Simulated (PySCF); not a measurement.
C₂H₈AlFSi, SMILES [CH3][Al]([CH3])[SiH2]F.

The structure is a stationary point at PBE-D3(BJ)/def2-SVP. The structure was generated by enumeration; whether it is a known compound was not checked. Other conformers were not sampled.

These are PySCF 2.14.0 with PBE-D3(BJ)/def2-SVP values and carry that method's errors.

Frequencies are harmonic and unscaled.

A small imaginary wavenumber (i) marks a very flat motion, where grid noise or a shallow saddle decides the sign.

| mode | ν (cm⁻¹) | IR (km/mol) | moving atoms (share of kinetic energy) |
|---|---|---|---|
| 1 | 9i | 0.2 | H 73 %, Si 11 %, F 11 % |
| 2 | 28 | 0.3 | H 66 %, F 16 %, C 12 % |
| 3 | 34 | 0.0 | H 80 %, F 11 % |
| 4 | 62 | 2.1 | F 36 %, C 35 %, H 19 %, Al 9 % |
| 5 | 141 | 3.4 | C 41 %, H 34 %, Al 12 %, Si 9 % |
| 6 | 146 | 6.8 | Al 42 %, H 37 %, C 18 % |
| 7 | 195 | 9.6 | F 34 %, Si 20 %, Al 20 %, C 15 %, H 11 % |
| 8 | 346 | 1.1 | Si 45 %, Al 25 %, C 16 %, H 14 % |
| 9 | 367 | 11.1 | H 80 %, Si 14 % |
| 10 | 524 | 0.4 | H 85 %, C 15 % |
| 11 | 560 | 22.0 | C 50 %, H 31 %, Al 19 % |
| 12 | 599 | 0.8 | H 69 %, C 27 % |
| 13 | 638 | 36.8 | H 69 %, C 19 %, Al 11 % |
| 14 | 678 | 77.9 | Al 45 %, C 33 %, H 22 % |
| 15 | 712 | 21.4 | H 91 % |
| 16 | 718 | 241.6 | H 64 %, C 22 %, Al 13 % |
| 17 | 799 | 24.4 | F 46 %, H 37 %, Si 16 % |
| 18 | 857 | 173.3 | H 54 %, Si 29 %, F 15 % |
| 19 | 905 | 73.4 | H 91 % |
| 20 | 1155 | 20.1 | H 80 %, C 20 % |
| 21 | 1161 | 18.5 | H 80 %, C 20 % |
| 22 | 1365 | 0.7 | H 96 % |
| 23 | 1372 | 1.5 | H 95 % |
| 24 | 1373 | 2.8 | H 95 % |
| 25 | 1377 | 3.3 | H 95 % |
| 26 | 2105 | 120.3 | H 98 % |
| 27 | 2111 | 132.5 | H 96 % |
| 28 | 2956 | 2.4 | H 97 % |
| 29 | 2957 | 2.7 | H 97 % |
| 30 | 3042 | 2.5 | H 91 %, C 9 % |
| 31 | 3042 | 5.4 | H 91 %, C 9 % |
| 32 | 3066 | 5.8 | H 91 %, C 9 % |
| 33 | 3074 | 2.8 | H 91 %, C 9 % |
